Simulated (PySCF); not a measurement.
# Electron correlation in V²⁺ (vanadium, charge +2)

[Ar] 3d2 4s1, high-spin 4F determinant (an excited configuration). Calculation: PySCF 2.14, in aug-cc-pVDZ; the non-relativistic Hamiltonian (point nucleus). Frozen: [Ar]; 3 electrons correlated.

```json
{"level": "CCSD", "correlation energy (mhartree)": "-8.59"}
{"level": "(T)", "correlation energy (mhartree)": "-0.02"}
{"level": "CCSD(T)", "correlation energy (mhartree)": "-8.61"}
```

Diagnostics: T1 = 0.0027, D1 = 0.0042, largest double amplitude 0.021.

Question: Is a single reference adequate?

Answer: Yes: T1 lies below 0.03 and no double amplitude reaches 0.07.
